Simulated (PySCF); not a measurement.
A side-by-side comparison of computed properties.

First species: C7H4FN.
SMILES: `c1cc(C#N)c(cc1)F`

Second species: C8H11 (charge +1).
Z-matrix (Å and degrees, PBE0-D3(BJ)/def2-SVP geometry), rows numbered from 1:
```
C 
C   1  1.3586
C   2  1.4995  1  122.03
C   2  1.4403  1  119.04  3  -179.78
C   4  1.4172  2  128.06  1    -0.83
C   5  1.3704  4  109.13  2   179.93
C   6  1.4737  5  112.30  4    -0.02
C   4  1.4851  2  122.66  1   179.20
H   1  1.0919  2  122.89  3   179.86
H   1  1.0937  2  120.66  3    -0.03
H   3  1.0969  2  111.12  1     0.36
H   3  1.1012  2  111.31  1   120.51
H   3  1.1013  2  111.29  1  -119.77
H   5  1.0894  4  126.14  2    -0.13
H   6  1.0942  5  124.25  4   179.95
H   7  1.1058  6  110.73  5   122.52
H   7  1.1059  6  110.67  5  -122.19
H   8  1.1054  4  110.03  2    57.39
H   8  1.1053  4  110.07  2   -57.00
```

Levels: CAM-B3LYP/def2-SVPD for HOMO energy, LUMO energy, HOMO–LUMO gap, static isotropic polarisability and electronic spatial extent ⟨r²⟩ about the centre of nuclear charge; TDDFT CAM-B3LYP/def2-SVPD for lowest singlet excitation; TDA CAM-B3LYP/def2-SVPD for lowest triplet excitation (Tamm–Dancoff); ΔSCF CAM-B3LYP/def2-SVPD for vertical ionisation energy and vertical electron affinity; PBE0-D3(BJ)/def2-SVP for rotational constant A and rotational constant C. Geometries: PBE0-D3(BJ)/def2-SVP. All species are isolated and taken at one optimised geometry, non-relativistic unless stated; the electronic structure was computed with PySCF and density fitting.

Dipoles, sizes and rotational constants follow the conformer. The torsions of the flexible species, by atom-mapped SMILES:
- `[CH2:1]=[C:2]([CH3:3])[C+:4]1[CH:5]=[CH:6][CH2:7][CH2:8]1`: C1–C2–C4–C5 -1°

```tsv
property	column X	column Y
HOMO energy	-13.46 eV	-9.12 eV
LUMO energy	-6.98 eV	-0.83 eV
HOMO–LUMO gap	6.48 eV	8.29 eV
lowest singlet excitation	4.10 eV	5.13 eV
lowest triplet excitation (Tamm–Dancoff)	2.19 eV	3.77 eV
static isotropic polarisability	95.8 au	84.6 au
vertical ionisation energy	14.10 eV	9.85 eV
vertical electron affinity	6.42 eV	0.13 eV
electronic spatial extent ⟨r²⟩ about the centre of nuclear charge	1036 bohr²	1078 bohr²
rotational constant A	4.230 GHz	2.946 GHz
rotational constant C	1.147 GHz	1.000 GHz
```

**Question.** Which column belongs to which species?

**Answer.** Column X is the second species and column Y the first. The first has 13 atoms and 62 electrons, the second 19 and 58; their charges are 0 and +1, their HOMO energies -9.12 eV and -13.46 eV.

**Question.** How does each property change from the first species to the second?

**Answer.** HOMO energy -4.34 eV; LUMO energy -6.15 eV; HOMO–LUMO gap -1.81 eV; lowest singlet excitation -1.03 eV; lowest triplet excitation (Tamm–Dancoff) -1.58 eV; static isotropic polarisability +11.2 au; vertical ionisation energy +4.25 eV; vertical electron affinity +6.29 eV; electronic spatial extent ⟨r²⟩ about the centre of nuclear charge -42 bohr²; rotational constant A +1.284 GHz; rotational constant C +0.147 GHz.

On the first: −ε(LUMO) is 0.83 eV against a ΔSCF electron affinity of 0.13 eV. S1 lies 3.16 eV below the HOMO–LUMO gap; its leading configuration is HOMO→LUMO, weight 0.52.

On the second: The vertical singlet–triplet gap S1 − T1 is 1.91 eV (TDDFT singlet less Tamm–Dancoff triplet; S1: HOMO→LUMO, weight 0.98; T1: HOMO→LUMO, weight 0.95). S1 lies 2.38 eV below the HOMO–LUMO gap; its leading configuration is HOMO→LUMO, weight 0.98.
